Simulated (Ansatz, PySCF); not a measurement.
System: C₃H₃, charge 0, multiplicity 2. It need not be the lowest isomer of its formula. SMILES: [CH]1[CH][CH]1
Structure (B3LYP-D3(BJ)/def2-TZVP (Ansatz, a first-principles code) minimum search):
```
C
C 1 1.3078
H 2 1.0759 1 148.33
H 1 1.0759 2 148.33 3 0.00
C 1 1.4553 4 148.36 2 -178.51
H 5 1.0890 1 129.57 4 -66.31
```
Charge 0, spin multiplicity 2.

Property: vertical ionisation energy (to the singlet state of charge +1; each state is the SCF solution reached for its spin), in eV. Valence correlation only, unless marked. Open shells are spin-unrestricted. No spin-orbit coupling. No relativistic terms. CBS marks a two-point X^-3 extrapolation of the correlation energy; Hartree-Fock from the larger set. [CCSD(T)-MP2]/basis is that difference in the basis named.

```csv
level,program,vertical ionisation energy (eV)
r2SCAN/def2-TZVPD,Ansatz,7.41
B3LYP/def2-TZVPD,Ansatz,7.33
M06-2X/def2-TZVPD,PySCF,7.27
wB97X-V/def2-TZVPD,Ansatz,7.20
MP2/aug-cc-pVDZ,Ansatz,7.02
MP2/aug-cc-pVTZ,Ansatz,7.14
RI-MP2/aug-cc-pVTZ,Ansatz,7.13
CCSD/aug-cc-pVDZ,Ansatz,7.08
CCSD/aug-cc-pVTZ,Ansatz,7.19
"RI-MP2/CBS(aug-cc-pVTZ,aug-cc-pVQZ)+[CCSD(T)-MP2]/aug-cc-pVTZ",Ansatz,7.24
```

For comparison, minus the highest occupied orbital energy (PySCF): 3.68 eV at BP86/def2-TZVPD, 7.77 eV at HF/def2-TZVPD, 3.59 eV at M06-L/def2-TZVPD.
